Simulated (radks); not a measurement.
The numbers below are computed, except where a source is named.
Task: The mean radii <r> (bohr) of the occupied orbitals of an atom or ion are listed with their occupations. Level of theory: scalar-relativistic Kohn-Sham, LB94 model potential, spin-polarised, spherical densities, finite nucleus; Fermi nuclear charge, rms radius of each element as measured or else 0.836 A^(1/3) + 0.57 fm (a radial shooting solver on a logarithmic mesh with Libxc functionals).

| orbital | occ. | <r> |
|---|---|---|
| 1s down | 1 | 0.04399 |
| 1s up | 1 | 0.04400 |
| 2s up | 1 | 0.1937 |
| 2s down | 1 | 0.1939 |
| 2p up | 3 | 0.1689 |
| 2p down | 3 | 0.1691 |
| 3s up | 1 | 0.5011 |
| 3s down | 1 | 0.5004 |
| 3p up | 3 | 0.4919 |
| 3p down | 1 | 0.4907 |

Name the element and its charge. Open shells, if any, are filled with parallel spins first.

Result: Z = 34, selenium, charge +18: Se18+ in [Ne] 3s2 3p4. The 1s radius gives Z: for a bare nucleus <r> = (2 gamma + 1)/(2Z) with gamma = sqrt(1 - (Z/c)^2), 0.0432 bohr for Z = 34, and screening makes it slightly larger (0.04399 here). The occupations add up to 16, and the charge is Z minus that.
